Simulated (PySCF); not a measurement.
Species: C5H10N2.
Geometry (PBE0-D3(BJ)/def2-SVP, Å), atoms numbered from 1 in this order:
```
atom  x, y, z in Å
C1     2.7453   -0.5374   -0.7241
N2     2.2615    0.0143    0.3132
N3     1.5646   -0.7165    1.1905
C4     0.3111   -0.5223    1.3168
C5    -0.5324    0.4101    0.4947
C6    -1.1052   -0.3167   -0.7254
C7    -1.6317    1.0354    1.3455
H8     2.5704   -1.5964   -0.9750
H9     3.3670    0.0707   -1.3891
H10   -0.1799   -1.1103    2.1058
H11    0.1488    1.2009    0.1319
H12   -1.7253    0.3658   -1.3275
H13   -0.3046   -0.7093   -1.3695
H14   -1.7393   -1.1648   -0.4203
H15   -1.2154    1.5916    2.1988
H16   -2.2391    1.7337    0.7499
H17   -2.3099    0.2629    1.7449
```

The closed-shell ground state was solved at several levels (PySCF, density fitting, gas phase, non-relativistic).

| level | basis functions | total energy (Eh) | HOMO (eV) | LUMO (eV) | gap (eV) | dipole (D) |
| --- | --- | --- | --- | --- | --- | --- |
| PBE0/pcSseg-1 | 169 | -305.5893 | -6.91 | -0.70 | 6.21 | 2.22 |
| B3LYP/pcJ-1 | 289 | -306.0145 | -6.68 | -0.94 | 5.74 | 2.14 |
| CAM-B3LYP/def2-SVPD | 220 | -305.6185 | -8.33 | 0.33 | 8.66 | 2.22 |

Problem. Estimate the row for B97-2/pcSseg-1, a basis of 169 functions; the other rows only guide the guess.

Solution. Total energy -305.8464 Eh, HOMO -6.65 eV, LUMO -0.76 eV, gap 5.89 eV, dipole 2.21 D.

Problem. Over all these levels, which gives the widest orbital gap and which the narrowest?

Solution. CAM-B3LYP/def2-SVPD (range-separated hybrid) has the widest, 8.66 eV, and B3LYP/pcJ-1 (global hybrid, 20 % exact exchange) the narrowest, 5.74 eV. Functional and basis both differ between the two, so the spread mixes both effects.

Problem. How far do the dipole and the HOMO energy spread over the levels?

Solution. The dipole runs from 2.14 to 2.22 D (mean 2.20 D) and the HOMO from -8.33 to -6.65 eV.

One conformer stands for the species.
